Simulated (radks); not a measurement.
Nb4+, 37 electrons, occupied as [Ar] 3d10 4s1.75 4p6 4d1 5s0.25 (fractional occupations, a model configuration).

Method: scalar-relativistic Kohn-Sham, SCAN, spin-polarised, spherical densities, finite nucleus; open shells are filled with parallel spins first (spin-orbit coupling, left out, can overturn this in heavy ions); meta-GGA in the generalised Kohn-Sham scheme; Fermi nuclear charge, rms radius 4.324 fm; computed with a radial shooting solver on a logarithmic mesh with Libxc functionals.

Energy parts (hartree):
total: -3816.80356
kinetic: 3930.17598
electron-nucleus: -9128.66410
Hartree: 1499.64804
exchange-correlation: -117.96347

Orbitals (lengths in bohr, moments of r in powers of bohr):
| orbital | occ. | eigenvalue (hartree) | <r^2> |
|---|---|---|---|
| 1s up | 1 | -694.5715 | 0.001758 |
| 1s down | 1 | -694.5686 | 0.001758 |
| 2s up | 1 | -99.21659 | 0.02940 |
| 2s down | 1 | -99.20859 | 0.02940 |
| 2p up | 3 | -88.67579 | 0.02319 |
| 2p down | 3 | -88.66871 | 0.02319 |
| 3s up | 1 | -18.26672 | 0.2237 |
| 3s down | 1 | -18.26151 | 0.2237 |
| 3p up | 3 | -14.78492 | 0.2304 |
| 3p down | 3 | -14.77838 | 0.2304 |
| 3d up | 5 | -9.12791 | 0.2255 |
| 3d down | 5 | -9.11787 | 0.2252 |
| 4s up | 1 | -3.95986 | 1.454 |
| 4s down | 0.75 | -3.90290 | 1.452 |
| 4p up | 3 | -3.01831 | 1.763 |
| 4p down | 3 | -2.95873 | 1.754 |
| 4d up | 1 | -1.65609 | 2.910 |
| 5s up | 0.25 | -1.30290 | 7.563 |

The highest occupied level is 5s up at -35.454 eV. Spin moment in Bohr magnetons: 1.5. The electron density at the nucleus is 8.399e+04 e/bohr^3 (large components only).

Empty levels of this run are not shown, since the potential may be unsettled where no density lies.
